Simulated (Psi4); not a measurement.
Psi4 was given this input:
```
memory 2 GB

molecule mol {
0 1
F    -1.798754    1.171437   -0.491576
C    -1.651994    0.158009    0.363205
C    -0.495275   -0.450400    0.550707
C     0.763124   -0.071613   -0.169002
F     1.732331    0.269328    0.718097
F     1.251034   -1.132439   -0.861202
H    -2.576235   -0.089558    0.864609
H    -0.414099   -1.265952    1.249842
H     0.633710    0.764607   -0.871782
}

set {
  basis cc-pvdz
  reference rhf
  freeze_core true
}

energy('mp3')
print_variables()
```

Problem. Predict the MP2 correlation energy from MP3/cc-pVDZ run with Psi4.

Solution. -0.9453 Eh

Problem. What is the computed number of basis functions (MP3/cc-pVDZ)?

Solution. 99

Problem. What nuclear repulsion energy does MP3/cc-pVDZ give?

Solution. 237.3829 Eh

Problem. Estimate the total energy that MP3/cc-pVDZ returns for this input.

Solution. -414.622389 Ha
